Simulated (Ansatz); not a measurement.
`C[O][SnH2][SeH]` + `S[Si]Cl` → `[SH][SnH2][SeH]` + `CO[Si]Cl`  (redistribution)

Gas-phase electronic energies from Ansatz, PBE0-D4/def2-TZVP geometries. CCSD(T)/CBS adds triple-zeta CCSD(T) − MP2 to the extrapolated MP2 energy (def2 sets, frozen cores). This one scheme is used for every species. Functionals use def2-TZVPP. Elements past krypton have def2 core potentials. For Se, Sn outer-core shells are correlated without core-valence functions, which leaves a few kJ/mol of doubt a bond. Scalar relativity is left out up to krypton. One conformer a species, not always the lowest.

Q: Is it downhill or uphill in electronic energy at CCSD(T)/CBS, and by how much? (Estimate.)

A: Computed: Downhill: ΔE = -20.4 kcal/mol.

Q: What do these levels give: LDA (SPW92), r2SCANh-D4, ωB97M-V, PBE, BHLYP, RPA@PBE/def2-TZVPP, HF/def2-SVP, CCSD/def2-SVP, HF/def2-QZVPP, SCS-MP2/def2-QZVPP, HF/CBS(def2), CCSD/CBS(def2)? (An estimate is asked.)

A: Computed: LDA (SPW92) -20.7, r2SCANh-D4 -20.6, ωB97M-V -22.0, PBE -19.1, BHLYP -23.3, RPA@PBE/def2-TZVPP -20.0, HF/def2-SVP -24.6, CCSD/def2-SVP -21.1, HF/def2-QZVPP -24.5, SCS-MP2/def2-QZVPP -21.2, HF/CBS(def2) -24.5, CCSD/CBS(def2) -21.2 kcal/mol.

Largest T1 diagnostic among the species: 0.014.

From BLYP to BHLYP (50 % exact exchange), in def2-TZVPP and without D4, ΔE moves by −2.7 kcal/mol. Leaving LDA and LC-ωPBE aside and taking each functional with its dispersion term where it has one, the values, not all of them listed here, spread over 4.7 kcal/mol, from BHLYP-D4 to revPBE-D4. LDA lies −1.6 kcal/mol from PBE without D4. In def2-TZVPP, CCSD(T) changes the Hartree–Fock value by +3.4 kcal/mol (the triples alone add +0.8 kcal/mol) and MP2 by +3.0 kcal/mol.
